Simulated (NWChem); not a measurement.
System meant: C3H5Cl; SMILES C/C=C\Cl

NWChem input:

```
start job
memory heap 200 mb stack 900 mb global 1100 mb
geometry units angstroms noautosym nocenter noautoz
  C     -0.770975     1.752473     0.000000
  C      0.600445     1.158031     0.000000
  C      0.918478    -0.149364     0.000000
  Cl    -0.253063    -1.441284     0.000000
  H     -1.551129     0.967968     0.000000
  H     -0.923787     2.400693    -0.889293
  H     -0.923787     2.400693     0.889293
  H      1.460360     1.851033     0.000000
  H      1.956310    -0.513572     0.000000
end
basis spherical
  * library def2-svp
end
dft
  xc m06-2x
  iterations 150
end
property
  shielding 8 1 2 3 4 5 6 8 9
end
task dft property
```

End of the output:

```
 Vector   23  Occ=0.000000D+00  E= 1.139056D-01
              MO Center=  1.3D+00, -4.7D-01,  5.9D-11, r^2= 4.1D+00
   Bfn.  Coefficient  Atom+Function         Bfn.  Coefficient  Atom+Function
  ----- ------------  ---------------      ----- ------------  ---------------
    31      1.554383  3 C  s                 82     -1.455282  9 H  s
    17      0.638048  2 C  s                 36     -0.581524  3 C  py
    46     -0.512341  4 Cl s                 53     -0.496918  4 Cl px
    77     -0.491915  8 H  s                 54     -0.441137  4 Cl py
    30      0.377574  3 C  s                 22      0.349013  2 C  py

 center of mass
 --------------
 x =   0.00358417 y =  -0.25120620 z =   0.00000000

 moments of inertia (a.u.)
 ------------------
         508.469123859376           3.619796028033           0.000000000000
           3.619796028033         127.012291293125           0.000000000000
           0.000000000000           0.000000000000         624.096428187368

     Multipole analysis of the density
     ---------------------------------

     L   x y z        total         alpha         beta         nuclear
     -   - - -        -----         -----         ----         -------
     0   0 0 0     -0.000000    -20.000000    -20.000000     40.000000

     1   1 0 0      0.255151     -0.064783     -0.064783      0.384718
     1   0 1 0      0.572782      1.068901      1.068901     -1.565020
     1   0 0 1     -0.000000     -0.000000     -0.000000      0.000000

     2   2 0 0    -21.688561    -50.041161    -50.041161     78.393761
     2   1 1 0     -0.256417      4.863649      4.863649     -9.983716
     2   1 0 1      0.000000      0.000000      0.000000      0.000000
     2   0 2 0    -22.492270   -150.651254   -150.651254    278.810239
     2   0 1 1     -0.000000     -0.000000     -0.000000      0.000000
     2   0 0 2    -24.575793    -15.112044    -15.112044      5.648296

          -----------------------------------------
          Chemical Shielding Tensors (GIAO, in ppm)
          -----------------------------------------

 ------------------------------------------------------------------------
  xm06: d2 not coded                    0
 ------------------------------------------------------------------------
 ------------------------------------------------------------------------
  current input line :
    24: task dft property
 ------------------------------------------------------------------------
 ------------------------------------------------------------------------
 This error has not yet been assigned to a category
 ------------------------------------------------------------------------
 For more information see the NWChem manual at https://nwchemgit.github.io

0: xm06: d2 not coded:Received an Error in Communication
```

### Question
Can this run be used? If not, why, and what is the fix?

### Answer
The program stopped with an error. Cause: this functional's second derivatives, which shieldings need, aren't coded here; the fix takes a hybrid GGA instead. This input runs:
```
start job
memory heap 200 mb stack 900 mb global 1100 mb
geometry units angstroms noautosym nocenter noautoz
  C     -0.770975     1.752473     0.000000
  C      0.600445     1.158031     0.000000
  C      0.918478    -0.149364     0.000000
  Cl    -0.253063    -1.441284     0.000000
  H     -1.551129     0.967968     0.000000
  H     -0.923787     2.400693    -0.889293
  H     -0.923787     2.400693     0.889293
  H      1.460360     1.851033     0.000000
  H      1.956310    -0.513572     0.000000
end
basis spherical
  * library def2-svp
end
dft
  xc pbe0
  iterations 150
end
property
  shielding 8 1 2 3 4 5 6 8 9
end
task dft property
```
It converges to -576.97964 Ha (PBE0/def2-SVP, GIAO).
